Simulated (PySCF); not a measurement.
Stationary points of TiOCl₂

All numbers come from PBE in PySCF with Ti def2-SVP, O def2-SVP, Cl def2-SVP; no relativity; density-fitted integrals.

Relaxations began from a few typed shapes. The search is not exhaustive: other isomers or separated fragments can lie lower, and high-lying points may rest on an excited occupation.

| spin | group | bonds | angles | imaginary modes (cm⁻¹) | ΔE (kJ/mol) | ΔE with ZPE (kJ/mol) |
| --- | --- | --- | --- | --- | --- | --- |
| singlet | Cs | Ti–Cl 2.225 Å (×2), Ti–O 1.595 Å | Cl–Ti–Cl 125.8°, Cl–Ti–O 113.8° (×2) | none | 0.0 | 0.0 |
| singlet | C2v | Ti–Cl 2.229 Å (×2), Ti–O 1.595 Å | Cl–Ti–Cl 130.0°, Cl–Ti–O 115.0° (×2) | none | 0.4 | 0.3 |
| singlet | C2v | Ti–Cl 2.229 Å (×2), Ti–O 1.595 Å | Cl–Ti–Cl 129.9°, Cl–Ti–O 115.0° (×2) | 44i | 0.5 | – |

The lowest minimum found is the singlet Cs: Ti–Cl 2.225 Å (×2), Ti–O 1.595 Å; Cl–Ti–Cl 125.8°, Cl–Ti–O 113.8° (×2).

Formally Ti is in oxidation state +4, d0. The polar-tensor charge on Ti, 1.75, is far below the formal one.
